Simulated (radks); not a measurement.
Question: The mean radii <r> (bohr) of the occupied orbitals of an atom or ion are listed with their occupations. Calculated with a radial shooting solver on a logarithmic mesh with Libxc functionals: scalar-relativistic Kohn-Sham, PBE, spin-unpolarised, spherical densities, point nucleus.

| orbital | occ. | <r> |
|---|---|---|
| 1s | 2 | 0.02274 |
| 2s | 2 | 0.09700 |
| 2p | 6 | 0.08547 |
| 3s | 2 | 0.2549 |
| 3p | 6 | 0.2533 |
| 3d | 10 | 0.2310 |
| 4s | 2 | 0.5791 |
| 4p | 6 | 0.6132 |
| 4d | 10 | 0.6707 |
| 5s | 2 | 1.410 |
| 5p | 6 | 1.656 |
| 4f | 6 | 1.006 |
| 6s | 1 | 3.910 |

Name the element and its charge.

Answer: Z = 62, samarium, charge +1: Sm+ in [Xe] 4f6 6s1. The 1s radius gives Z: for a bare nucleus <r> = (2 gamma + 1)/(2Z) with gamma = sqrt(1 - (Z/c)^2), 0.02245 bohr for Z = 62, and screening makes it slightly larger (0.02274 here). The occupations add up to 61, and the charge is Z minus that.
